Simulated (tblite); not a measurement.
Start geometry of `COC[C@H](CF)O[SiH3]` from a force field or distance geometry (Å):
```
atom  x, y, z in Å
C1     3.0682    0.8009   -0.3935
O2     1.8202    0.7640    0.3026
C3     0.8484    0.0117   -0.3983
C4    -0.4906    0.0233    0.3582
C5    -0.3148   -0.6727    1.7324
F6    -1.4378   -0.4652    2.4752
O7    -1.4396   -0.6880   -0.4499
Si8   -3.0452   -0.2685   -0.3796
H9     2.9352    1.2936   -1.3597
H10    3.7697    1.3796    0.2051
H11    3.4535   -0.2080   -0.5346
H12    0.6831    0.4581   -1.3909
H13    1.1821   -1.0128   -0.5456
H14   -0.7951    1.0566    0.5285
H15   -0.1945   -1.7441    1.6176
H16    0.5271   -0.2633    2.3014
H17   -3.7232   -0.7865   -1.5965
H18   -3.1729    1.1993   -0.3581
H19   -3.6836   -0.8688    0.8197
```

Question: What comes out of this run: GFN2-xTB geometry optimisation, gas phase in tblite?

Answer: 
```
atom  x, y, z in Å
C1     3.1099    0.6685   -0.3321
O2     1.8615    0.6843    0.3167
C3     0.8403    0.1041   -0.4545
C4    -0.4867    0.1950    0.3062
C5    -0.3700   -0.5356    1.6413
F6    -1.4050   -0.1822    2.4697
O7    -1.4768   -0.3478   -0.5038
Si8   -3.0899   -0.3915   -0.2883
H9     3.0773    1.2368   -1.2690
H10    3.8186    1.1321    0.3503
H11    3.4283   -0.3574   -0.5525
H12    0.7309    0.6262   -1.4163
H13    1.0634   -0.9536   -0.6653
H14   -0.7065    1.2503    0.5195
H15   -0.4308   -1.6178    1.4946
H16    0.5596   -0.2528    2.1411
H17   -3.4333   -0.9703   -1.5785
H18   -3.6192    0.9580   -0.0837
H19   -3.4815   -1.2367    0.8384
```

The energy falls by 4.5 kcal/mol over 122 L-BFGS steps, the largest force on an atom goes from 1.27 to 0.007 eV/Å, and the atoms move by 0.264 Å rms after alignment. The bond that changes most is C4–O7 (sp3 carbon bound to oxygen to silyl ether oxygen), which shortens by 0.046 Å. Bonds longer at the end by more than 0.005 Å: 5 of 18; shorter: 9. Among the angles that change most is O7–Si8–H17, from 108.6° to 97.3°. Among the dihedrals that turn most is C5–C4–O7–Si8, from 91° to 66°. Rotational constants go from 2690, 845.7, 679.7 to 2922, 839.1, 679.5 MHz. The orientation of the end geometry is arbitrary; only internal coordinates are fixed.

On an Arm Neoverse N1 with one thread, on a shared host, this took 1.4 s wall.

Its GFN2-xTB frequencies are all real (lowest 31 cm⁻¹). The numbers are those of one conformer. 3 starts were optimised and ended at 0.00, 1.02 and 2.65 kcal/mol (GFN2-xTB); the lowest of these is shown.

These are computed values.
